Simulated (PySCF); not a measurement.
Species: C₆H₆F₃ (charge -1).
SMILES with atom numbers: `[CH2-:1]/[C:2]([CH3:3])=[CH:4]/[C:5]([F:6])=[C:7]([F:8])[F:9]` (hydrogens: H10, H11 on C1; H12, H13, H14 on C3; H15 on C4)

Geometry (GFN2-xTB, Å), atoms numbered from 1 in this order:
```xyz
15
C6H6F3 angstrom
C      2.061    0.967    0.305
C      1.016    0.155    0.029
C      1.296   -1.245   -0.453
C     -0.329    0.582    0.190
C     -1.502   -0.120    0.019
F     -1.466   -1.446   -0.358
C     -2.780    0.423   -0.081
F     -3.896   -0.369    0.169
F     -3.023    1.648    0.525
H      1.918    1.976    0.655
H      3.083    0.639    0.191
H      0.804   -1.429   -1.407
H      0.918   -1.978    0.260
H      2.368   -1.400   -0.576
H     -0.474    1.605    0.512
```

The geometry is computed with GFN2-xTB (gas phase).

Take the most abundant isotopes and a rigid rotor. The values belong to one conformer with, in the numbering `[CH2-:1]/[C:2]([CH3:3])=[CH:4]/[C:5]([F:6])=[C:7]([F:8])[F:9]`, C2–C4–C5–F6 0°.

(1) Give the principal moments of inertia and the rotational constants in MHz.

(2) Classify the top.

(3) Is it planar, by Δ = Ic − Ia − Ib?

(4) Give the other two planar moments, Paa and Pbb, and the rms extents of the mass along the axes.

(5) Estimate the classical rotational partition function at 50 K, 100 K and 298.15 K.

Results:

(1) Ia = 156.71, Ib = 560.26, Ic = 710.79 u·Å²; 505379 MHz·u·Å²/I gives A = 3225, B = 902.0, C = 711.0 MHz.

(2) An asymmetric top: κ = (2 × 902.0 − 3225 − 711.0)/(3225 − 711.0) = -0.85.

(3) Not planar: Δ = Ic − Ia − Ib = -6.18 u·Å². For a rigid frame Δ = −2 Σ m c², so Σ m c² = 3.09 u·Å² lies off the ab plane: 1.61 from hydrogen and 1.48 from heavier atoms. The atom farthest from that plane is 0.95 Å away.

(4) Paa = Σ m a² = (Ib + Ic − Ia)/2 = 557.17 and Pbb = Σ m b² = (Ia + Ic − Ib)/2 = 153.62 u·Å². With the mass M = 135.04 u, the rms extents √(P/M) along a, b and c are 2.03, 1.07, 0.15 Å.

(5) Point group C1, symmetry number σ = 1; q = (√π/σ)·√((kT/h)³/(ABC)), k/h = 20836.6 MHz/K: 41400 at 50 K, 117000 at 100 K, 603000 at 298.15 K.

Stationary, but not proved a minimum. Zero-point vibration and centrifugal distortion are left out.
